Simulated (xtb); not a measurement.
H$_{4}$BN, charge -1, doublet, geometry from GFN2-xTB (a state made from the parent by changing its charge; the spin is typed, not shown lowest), atoms displaced at random by about 0.02 Å a coordinate. Base run: GFN1-xTB (xtb).

xtb was given this input:
```
$ xtb mol.xyz --gfn 1 --chrg -1 --uhf 1 --opt --json

# file mol.xyz
6

B     -0.82261436     0.14572061    -0.16749023
N      0.67750532    -0.13354915    -0.10049346
H     -1.47442711    -0.93884968     0.09913821
H     -1.25545656     1.03975229     0.59917296
H      1.15459663     0.79040867     0.10435668
H      0.92862372    -0.64965571     0.72329558
```

The base run was repeated with changes; each row names its change, and settings that it needs were set with it.

| change | ΔE vs base (mEh) | optimiser steps |
|---|---|---|
| base | 0.000 | 17 |
| opt level = crude | 0.387 | 4 |
| opt level = extreme | -0.006 | 24 |
| engine = lbfgs | 0.004 | - |
| engine = inertial | 0.318 | - |
| alpb = chcl3 | -91.887 | 17 |
| opt level = sloppy | 0.304 | 5 |
| opt level = lax | 0.022 | 13 |
| opt level = tight | -0.006 | 21 |
| alpb = benzene | -85.697 | 16 |
